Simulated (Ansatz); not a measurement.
`BN[SiH2]Cl` + `N[SiH](N)[SiH3]` → `BN[SiH2][SiH3]` + `N[SiH](N)Cl`  (redistribution)

Computed with Ansatz on PBE0-D4/def2-TZVP structures; ΔE is electronic, products minus reactants. CCSD(T)/CBS adds triple-zeta CCSD(T) − MP2 to the extrapolated MP2 energy (def2 sets, frozen cores). DFT in def2-TZVPP. B3LYP here is the variant with VWN-RPA as its local correlation; programs differ in this. Each species was taken in one conformer, which may not be the lowest.

```csv
level,ΔE (kcal/mol),difference from CCSD(T)/CBS
B97M-V,-4.8,-0.4
B3LYP-D4,-4.4,0.0
B2PLYP,-4.4,0.0
PBE,-4.4,0.0
revPBE,-4.2,0.2
PBE0,-4.6,-0.2
B3LYP,-4.4,0.0
r2SCANh,-4.8,-0.4
BHLYP,-4.5,-0.1
RPA@PBE/def2-TZVPP,-4.2,0.2
MP2/def2-SVP,-5.3,-0.9
CCSD/def2-SVP,-5.3,-0.9
HF/def2-TZVPP,-4.5,-0.1
SCS-MP2/def2-TZVPP,-4.3,0.1
MP2/def2-QZVPP,-4.4,0.0
MP2/CBS(def2),-4.3,0.1
CCSD(T)/CBS,-4.4,0
```

Largest T1 diagnostic among the species: 0.013.

At CCSD(T), def2-SVP lies −0.8 kcal/mol from the extrapolated value and def2-TZVPP −0.1 kcal/mol. Leaving LDA and LC-ωPBE aside and taking each functional with its dispersion term where it has one, the values, not all of them listed here, spread over 0.5 kcal/mol, from r2SCAN0-D4 to BLYP-D4.
